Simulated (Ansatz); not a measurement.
One geometry of (HMg-mu-F)2 (Mg2H2F2), several levels of theory.

```yaml
crystal:
  periodic: [false, false, false]
  atoms:
    - {symbol: Mg, position_ang: [-0.098649, -1.427600, 0.214249]}
    - {symbol: H, position_ang: [-0.216731, -3.095674, 0.471172]}
    - {symbol: F, position_ang: [-1.114839, -0.007275, -0.561232]}
    - {symbol: Mg, position_ang: [0.099609, 1.427158, -0.216652]}
    - {symbol: H, position_ang: [0.213625, 3.096966, -0.463963]}
    - {symbol: F, position_ang: [1.116996, 0.006414, 0.556426]}
basis:
  gaussian: {orbitals: def2-TZVP, initial_orbitals: start.molden}
hamiltonian: {xc: pbe0, dispersion: d4}
scf: {omitted_lower_state_checks: [starts]}
output: {forces: true, orbitals: {seedname: orbitals}}
```

The file start.molden holds the orbitals of an earlier run on this structure, at another level or in another basis.

```sh
$ ansatz run in.yaml --threads 4 --pin off --events-out ev --progress --plain --max-ram 3916MiB
```

Output, abridged:

```
Functional definition: PBE0
976 factors; their error is unknown
mean field evaluation 1: about -16348.3607 eV, gradient 1.7e2 eV
mean field evaluation 2: about -16351.3481 eV, gradient 3.5e0 eV
mean field evaluation 4: about -16351.4454 eV, gradient 9.8e-2 eV
mean field evaluation 8: about -16351.4454 eV, gradient 2.3e-5 eV
mean field -16351.44538674 eV, -600.9045345550 hartree, gradient 2.3e-5 eV, S^2 0.000000; 0 other end points of the search recorded, 0 dependent functions left out
reference -16351.44543557 eV, -600.9045363493 hartree; 22, 22 occupied and 116, 116 virtual orbitals, 976 factors
Total energy: -16351.51917860 eV, -600.9072463559 hartree
Atom 0 at    -0.098649    -1.427600     0.214249 Å, force    -0.000615    -0.003400     0.001705 eV/Å
Atom 1 at    -0.216731    -3.095674     0.471172 Å, force     0.000677     0.004622    -0.001762 eV/Å
Atom 2 at    -1.114839    -0.007275    -0.561232 Å, force    -0.017958    -0.000291    -0.009007 eV/Å
Atom 3 at     0.099609     1.427158    -0.216652 Å, force     0.000135     0.004007     0.000369 eV/Å
Atom 4 at     0.213625     3.096966    -0.463963 Å, force    -0.000070    -0.004940    -0.000204 eV/Å
Atom 5 at     1.116996     0.006414     0.556426 Å, force     0.017830     0.000002     0.008900 eV/Å
Dipole moment:     0.001496    -0.000694    -0.003713 e Å
Checks for a lower state left out: starts
```

It took 1.7 s on 4 threads of Intel Xeon Platinum 8259CL on a shared host.

The first input with `hamiltonian: {xc: pbe, dispersion: d4}`, `output: {orbitals: {seedname: orbitals}}` (abridged; 1.4 s):

```
Functional definition: PBE
mean field -16350.36475870 eV, -600.8648222068 hartree, gradient 4.9e-6 eV, S^2 0.000000
Total energy: -16350.45183493 eV, -600.8680221993 hartree
Checks for a lower state left out: starts
```

First input, but with `gaussian: {orbitals: def2-SVP, initial_orbitals: start.molden}`, `output: {orbitals: {seedname: orbitals}}` (abridged; 1.1 s):

```
Functional definition: PBE0
mean field -16341.09553124 eV, -600.5241843808 hartree, gradient 4.2e-5 eV, S^2 0.000000
Total energy: -16341.16932082 eV, -600.5268960979 hartree
Checks for a lower state left out: starts
```

As the first input, with `gaussian: {orbitals: 6-31G}`, `hamiltonian: {xc: {name: B3LYP}, dispersion: d4}`, `output: {orbitals: {seedname: orbitals}}` (abridged; 0.9 s):

```
Functional definition: B3LYP
mean field -16359.40712775 eV, -601.1971231404 hartree, gradient 4.3e-6 eV, S^2 0.000000
Total energy: -16359.54768785 eV, -601.2022886287 hartree
Checks for a lower state left out: starts
```

The first input with `hamiltonian: {xc: {name: B2PLYP}}` and without the key `output` (abridged; 2.9 s):

```
Functional definition: B2PLYP
mean field -16348.40784708 eV, -600.7929070313 hartree, gradient 4.0e-6 eV, S^2 0.000000
4 core orbitals not correlated: weight in the atoms' cores, before any rotation towards them, 1.000 or more for the frozen orbitals, at most 0.000 for the correlated occupied ones
second order -28.95556347 eV of doubles, -0.00000000 eV of singles
Total energy: -16356.22603671 eV, -601.0802202007 hartree
Checks for a lower state left out: starts
```

First input, but with `hamiltonian: {xc: hf}`, `output: {orbitals: {seedname: orbitals}}` (abridged; 0.8 s):

```
Functional definition: HF
mean field -16314.12093695 eV, -599.5328863247 hartree, gradient 6.9e-5 eV, S^2 0.000000
Total energy: -16314.12093695 eV, -599.5328863247 hartree
Checks for a lower state left out: starts
```

First input, but with `hamiltonian: {xc: {name: wB97X-V}}`, `output: {orbitals: {seedname: orbitals}}` (abridged; 4 s):

```
Functional definition: wB97X-V
mean field -16358.89275792 eV, -601.1782203976 hartree, gradient 2.3e-5 eV, S^2 0.000000
Total energy: -16358.89275484 eV, -601.1782202844 hartree
Checks for a lower state left out: starts
```

Geometry: PBE0-D4/def2-TZVP.

B3LYP takes the VWN-RPA correlation. Correlated methods freeze 4 core orbitals; core or outer-core shells of Mg are correlated, in sets that lack core-valence functions.
